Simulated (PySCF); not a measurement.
**Vibration and rotation of LiZn⁻**

ωB97X constants of LiZn⁻, ¹Σ⁺ (singlet), closed shell (PySCF, no relativity, basis sets Li def2-SVPD, Zn def2-SVPD; masses 7.0160 and 63.9291 u):

- ωe: 80.6 cm⁻¹
- ωexe: 1.77 cm⁻¹
- Be: 0.19629 cm⁻¹
- αe: 0.00609 cm⁻¹
- D (centrifugal): 4.65e-06 cm⁻¹

Q: Give the vibrational terms G(v) and spacings up to v = 3.

A: G(v) = ωe(v+½) − ωexe(v+½)².

```tsv
v	G(v) (cm⁻¹)	G(v) − G(v−1)	Bv (cm⁻¹)
0	40		0.1932
1	117	77	0.1872
2	190	74	0.1811
3	260	70	0.1750
```

Closed-shell solutions of metal pairs were not tested for spin polarisation, which can lower them a little.
